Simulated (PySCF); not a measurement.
Does the structure fit the spectrum?

A compound C5H9NO2Si gives the data below (simulated from a calculation) and was assigned the structure `COCc1cnoc1[SiH3]`.

¹³C{¹H} NMR (computed): δ 165.2 (C), 156.9 (C), 104.5 (CH), 29.8 (CH2), 11.0 (CH2).

¹H NMR (400 MHz, computed): δ 6.25 (s, 1H), 4.66 (br s, 1H), 3.77 (t, 3H), 2.90 (t, 2H), 1.11 (m, 2H).

Calculated, not measured (PySCF): geometry: GFN2-xTB, PBE0/pcSseg-1 with gauge-including orbitals. Single conformer, no relativistic terms, no solvent, equivalent nuclei averaged.

Chemical shifts δ = σref − σ; TMS for ¹H (σref 31.72), ¹³C (σref 186.93), all at this level.

Task: Compare with the shifts computed for the proposed structure, pairing carbons in order of shift.

Result: Numbering as in the mapped SMILES `[CH3:1][O:2][CH2:3][c:4]1[cH:5][n:6][o:7][c:8]1[SiH3:9]`; H(Xn) means a hydrogen on atom n.

| atom | computed for proposal | given list | difference |
| --- | --- | --- | --- |
| C8 | 173.0 | 165.2 | +7.8 |
| C5 | 148.8 | 156.9 | -8.1 |
| C4 | 135.2 | 104.5 | +30.7 |
| C3 | 70.9 | 29.8 | +41.1 |
| C1 | 60.1 | 11.0 | +49.1 |

The rms difference is 32.1 ppm and the largest +49.1 ppm at C1 (methyl carbon bonded to O). The carbon types in order of shift don't match either: C, CH, C, CH2, CH3 for the proposal against C, C, CH, CH2, CH2 in the data. The proposal doesn't fit.

Task: Which isomer fits?

Result: `Oc1cnc(CC[SiH3])o1`.

1. Carbon types of the structure: 2 × C, 1 × CH, 2 × CH2, leaving 4 H on heteroatoms.
2. δC 165.2: aromatic carbon bearing oxygen; the electronegative substituent deshields the carbon that carries it.
3. δC 156.9: substituted aromatic carbon next to the ring oxygen.
4. δC 104.5: aromatic CH next to a ring nitrogen; resonance donation from the substituent shields this position.
5. δH 6.25: hydrogen on an aromatic CH next to a ring nitrogen; π donation from the O or N substituent shields it against benzene.

Other isomers checked: C=CO[SiH2]CC(=O)N=C (rms 37.3 ppm).

The data come from this structure; uniqueness wasn't tested.

Exchangeable OH/NH protons stand at their gas-phase positions; hydrogen bonding in a real sample shifts them, mostly to higher δ. Shifts are as computed. Against solution values, carbons near 30 ppm lie about +3 ppm off and those near 130 ppm about +5 ppm. Of 1211 compounds with measured shifts, 218 miss one by over three times the rms of a fit or turn the order of signals round; such compounds aren't used in these exercises. No couplings were computed; multiplicities are counted from neighbouring protons, with m where these are inequivalent, close in shift, in a saturated or five-membered ring or joined by F or P, and br s for small geminal =CH2 splittings.
